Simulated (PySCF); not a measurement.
Geometry:
```csv
atom,x (Å),y (Å),z (Å)
O1,1.832,-2.311,0.428
C2,0.685,-2.055,0.153
C3,0.162,-0.692,0.050
C4,0.860,0.484,0.238
C5,0.050,1.629,0.062
C6,-1.250,1.307,-0.255
S7,-1.494,-0.381,-0.343
H8,-0.062,-2.866,-0.042
H9,1.920,0.486,0.492
H10,0.403,2.656,0.164
H11,-2.080,1.988,-0.443
```

Geometry: PBE0-D3(BJ)/def2-SVP; GIAO absolute shieldings from PySCF 2.14.0 with density-fitted response routines, gas phase, non-relativistic, averaged over equivalent atoms.

At PBE0/STO-3G (43 basis functions, 3.8 s wall time on 1 thread of an Arm Neoverse V1, shared host):
```tsv
atoms	σ (ppm)
O1	-267.1
C3	108.5
C2	110.5
C6	112.7
C5	127.3
C4	127.6
S7	525.7
H8	22.84
H9	25.57
H11	25.74
H10	26.19
```

Predict the values at PBE0/6-311+G(2d,p) on the same geometry.

## Answers


| atoms | σ at PBE0/6-311+G(2d,p) | change |
| --- | --- | --- |
| O1 | -276.0 | -8.9 |
| C3 | 36.3 | -72.2 |
| C2 | 5.5 | -105.0 |
| C6 | 46.5 | -66.2 |
| C5 | 55.1 | -72.2 |
| C4 | 53.1 | -74.5 |
| S7 | 246.8 | -278.9 |
| H8 | 21.46 | -1.38 |
| H9 | 23.28 | -2.29 |
| H11 | 23.74 | -2.00 |
| H10 | 24.19 | -2.00 |

The largest change is at S7 (aromatic ring sulfur). Cost: 221 basis functions, 26 s wall time on 1 thread of an Arm Neoverse V1, shared host. The order of the carbon signals changes between the two levels.
